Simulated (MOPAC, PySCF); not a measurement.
H$_{2}$Se, SMILES `[SeH2]`, neutral singlet in the gas phase. 

Cartesian coordinates (Å):
SMILES: [SeH2]
```xyz
3

Se    -0.0008     0.6843     0.0000
H     -1.0474    -0.3434     0.0000
H      1.0482    -0.3409     0.0000
```
Charge 0, spin multiplicity 1.

All levels are single points at this geometry (PBE0-D3(BJ)/def2-TZVP); Pople sets use spherical d functions. Orbital energies aren't observables, and empty levels follow the basis.

BP86/6-31G* in PySCF gives gap (eV) = 5.14.

Question: Estimate the gap (eV) from each of these levels: TPSSh-D3(BJ)/def2-TZVP in PySCF; B3LYP/6-311+G** (LANL2DZ on Se) in PySCF; B3LYP/LANL2DZ in PySCF; PBE/6-31G* in PySCF; SVWN5/6-31G* in PySCF; HF/6-31G* in PySCF; HF/STO-3G in PySCF; PM6 in MOPAC.

Answer: 
```json
[
 {"level": "TPSSh-D3(BJ)/def2-TZVP in PySCF", "gap (eV)": "6.14"},
 {"level": "B3LYP/6-311+G** (LANL2DZ on Se) in PySCF", "gap (eV)": "6.85"},
 {"level": "B3LYP/LANL2DZ in PySCF", "gap (eV)": "6.98"},
 {"level": "PBE/6-31G* in PySCF", "gap (eV)": "5.14"},
 {"level": "SVWN5/6-31G* in PySCF", "gap (eV)": "5.15"},
 {"level": "HF/6-31G* in PySCF", "gap (eV)": "13.48"},
 {"level": "HF/STO-3G in PySCF", "gap (eV)": "17.70"},
 {"level": "PM6 in MOPAC", "gap (eV)": "10.20"}
]
```
